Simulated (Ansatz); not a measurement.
The cluster B₄Cl⁺, relaxed as a singlet with RKS r2SCAN-D4/def2-SVP in Ansatz, starting from the GFN2-xTB geometry. Force threshold 0.02 eV/Å.

The restricted singlet is unstable towards broken spin symmetry at other levels; at r2SCAN-D4/def2-SVP this wasn't settled. Another isomer (singlet) lies 2.23 eV lower at PBE0-D4/def2-TZVP; other spin states weren't run for this one.

Start:

```xyz
5

B    -0.013   -0.051    0.011
B     0.994    0.986   -0.543
B    -1.004   -1.027    0.553
B    -1.974   -1.962    1.078
Cl    1.997    2.053   -1.098
```

```tsv
step	energy (eV)	largest force component (eV/Å)	SCF passes
1	-15202.6896	2.631	104
2	-15203.0056	1.289	30
3	-15203.1336	0.212	50
4	-15203.1414	0.159	32
5	-15203.1459	0.112	38
6	-15203.1489	0.087	43
7	-15203.1500	0.031	34
8	-15203.1502	0.045	34
9	-15203.1502	0.007	31
```

Force components are those of the run's own axes.

End:

```tsv
atom	x (Å)	y (Å)	z (Å)
B1	-0.008	-0.049	0.026
B2	1.023	1.023	-0.555
B3	-0.855	-1.182	0.633
B4	-2.186	-1.948	1.064
Cl5	2.027	2.157	-1.167
```

By distances, no bond broke or formed. The bond that changes most is B3–B4, from 1.45 to 1.59 Å (atoms count from 1).

No frequencies were taken in this run, so the end may be a saddle point.

Run time 4.4 s (4 threads of Intel Xeon 6975P-C on a shared host).
